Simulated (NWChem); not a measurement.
Ionisation of silylarsine (H5AsSi)

```xyz
7

Si     1.5569    -0.2999     0.0000
As    -0.7829     0.2106     0.0000
H      2.1686     0.3168     1.2132
H      2.1686     0.3168    -1.2132
H      1.8473    -1.7633     0.0000
H     -1.0721    -0.8105     1.1036
H     -1.0721    -0.8105    -1.1036
```
Charge 0, spin multiplicity 1.

The numbers come from NWChem runs, not from measurements. Structure: optimised with B3LYP/def2-SVP, a minimum by its harmonic frequencies.

Basis set: def2-TZVP. −ε marks an orbital energy of the parent.

The Hamiltonian is non-relativistic. B3LYP has NWChem's definition, with VWN1-RPA local correlation.

For the first vertical ionisation energy, −ε(HOMO) of B3LYP gives 7.33 eV and −ε(HOMO) of HF gives 9.86 eV. What do −ε(HOMO) of PBE0, −ε(HOMO) of PBE, −ε(HOMO) of TPSS give?

−ε(HOMO) of PBE0: 7.53 eV; −ε(HOMO) of PBE: 6.49 eV; −ε(HOMO) of TPSS: 6.58 eV.
